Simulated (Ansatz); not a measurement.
Two members of one family (Series MnO3X), computed with Ansatz in the gas phase. The two geometries come from different levels. Binding counts from free atoms in the multiplicity of their measured ground term, without zero-point energy. A dash marks a value that wasn't run or was left out as unsound. The structures are stationary points that may keep the symmetry of their start. Remarks come from the PBE and PBE0 runs and from stability tests at other levels; not every state was tested. A HOMO above zero means that the electron is unbound at that level and held by the basis, or that self-interaction error raises the level; the energy of removing that electron tells which. HOMO above LUMO (over both spins in singlets and doublets, within one spin in higher multiplets; at PBE or PBE0), or a gap under 0.15 eV within one spin, warns that the state may not be the lowest or that an electron is smeared out.

First: MnO3Br (singlet, charge 0, PBE0-D4/def2-SVP geometry).

```tsv
atom	x (Å)	y (Å)	z (Å)
Mn1	-0.0430	0.1293	0.1162
O2	-1.2888	-0.3384	0.8786
O3	1.1560	0.3132	1.0548
O4	-0.3223	1.3997	-0.6957
Br5	0.4981	-1.5037	-1.3540
```

| level | HOMO (eV) | LUMO (eV) | gap (eV) | vertical EA (eV) | binding per atom (eV) |
| --- | --- | --- | --- | --- | --- |
| PBE-D4/def2-TZVPD | -8.02 | -5.93 | 2.09 | 2.73 | 3.75 |
| revPBE-D4/def2-TZVP | -7.92 | -5.81 | 2.11 | – | 3.55 |
| r2SCAN-D4/def2-TZVP | -8.34 | -6.09 | 2.25 | – | 3.29 |
| PBE0-D4/def2-TZVPD | -9.27 | -5.30 | 3.97 | 3.67 | 2.64 |
| ωB97X-V/def2-TZVP | -11.49 | -3.11 | 8.38 | – | 2.62 |

Metal–donor distances: 3 × O 1.53 Å, 1 × Br 2.26 Å. Remarks: restricted SCF unstable in HF, HOMO above zero (-1 doublet), gap within one spin near zero at PBE or PBE0 (-1 doublet).

Second: MnO3F (singlet, charge 0, B3LYP-D4/def2-SVP geometry).

```xyz
5

Mn   -0.040    0.012    0.020
O    -1.053    0.393   -1.085
O    -0.560   -1.195    0.836
O     0.225    1.219    0.950
F     1.428   -0.430   -0.722
```

Problem. What does the change do? Estimate second minus first.

Solution. 
```tsv
level	Δ HOMO (eV)	Δ LUMO (eV)	Δ gap (eV)	Δ vertical EA (eV)	Δ binding per atom (eV)
PBE-D4/def2-TZVPD	-0.60	-0.30	0.30	-0.07	0.34
revPBE-D4/def2-TZVP	-0.59	-0.30	0.29	–	0.33
r2SCAN-D4/def2-TZVP	-0.70	-0.34	0.36	–	0.31
PBE0-D4/def2-TZVPD	-1.09	-0.38	0.71	0.04	0.27
ωB97X-V/def2-TZVP	-1.30	-0.34	0.96	–	0.30
```

Metal–donor distances: 3 × O 1.55 Å, 1 × F 1.70 Å. Remarks: restricted SCF unstable in HF, HOMO above zero (-1 doublet), gap within one spin near zero at PBE or PBE0 (-1 doublet).
